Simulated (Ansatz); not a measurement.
Input for Ansatz (a program for electronic structure): R-SVWN5/def2-TZVPPD on C2H7ClO (a complex). Files ending in .json are basis or fitting sets from the Basis Set Exchange.

Ansatz 0.2 input:
```yaml
crystal:
  periodic: [false, false, false]
  atoms:
    - {symbol: Cl, position_ang: [0.79746474, 0.13762969, -0.34274770]}
    - {symbol: H, position_ang: [0.13752895, -0.23834519, 0.73026546]}
    - {symbol: C, position_ang: [0.73677077, 0.99189496, 3.54321235]}
    - {symbol: C, position_ang: [0.41917329, -0.47204467, 3.30951662]}
    - {symbol: O, position_ang: [-0.56702561, -0.66579312, 2.28080439]}
    - {symbol: H, position_ang: [1.51051742, 1.09309887, 4.30699904]}
    - {symbol: H, position_ang: [-0.14586820, 1.53481514, 3.89224196]}
    - {symbol: H, position_ang: [1.09270810, 1.46150166, 2.62577385]}
    - {symbol: H, position_ang: [1.29885698, -1.00966442, 2.95675734]}
    - {symbol: H, position_ang: [0.07781812, -0.95483020, 4.23009228]}
    - {symbol: H, position_ang: [-1.35702768, -0.15835797, 2.50116858]}
basis:
  gaussian:
    orbitals: def2-TZVPPD.json
hamiltonian:
  xc: {name: SVWN5}
scf: {lower_state_search: off}
```

The head of its log:

```
WARN ansatz: RAYON_NUM_THREADS=1 ignored (pool sized by the plan → 1); use --threads N
Functional definition: SVWN5
these checks for a lower state are left out or cut short: stability, starts, cluster_reference, orbital_swaps, neighbouring_geometries, increment
integrals: 0.22 GiB planned
1269 factors; their error is unknown
mean field: 1.61 GiB planned
mean field evaluation 1: about -16672.6589 eV, gradient 7.5e1 eV
mean field evaluation 2: about -16645.9016 eV, gradient 1.3e2 eV
```

### Question
Predict the final total energy.

### Answer
-613.1445 hartree.
